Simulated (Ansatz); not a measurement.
Dissociation curve of K(OtBu), SMILES CC(C)(C)[O][K]. The C4–H15 bond (C4 also carries C, H, H; H15 carries nothing else) is stretched with both fragments frozen at the PBE0/def2-SVP optimised geometry.

Calculation: unrestricted PBE0/def2-SVP in Ansatz (an electronic-structure program).

Relative to R = 1.10 Å, what are the energies at R = 1.04, 1.06, 1.18, 1.47 Å?

1.7 kcal/mol at 1.04 Å, 0.7 kcal/mol at 1.06 Å, 2.0 kcal/mol at 1.18 Å, 27.3 kcal/mol at 1.47 Å.

The unrestricted determinant behind UKS-PBE0 is spin-contaminated at 2.34 to 3.18 Å (<S²> up to 1.0, against 0.00 for a pure singlet).
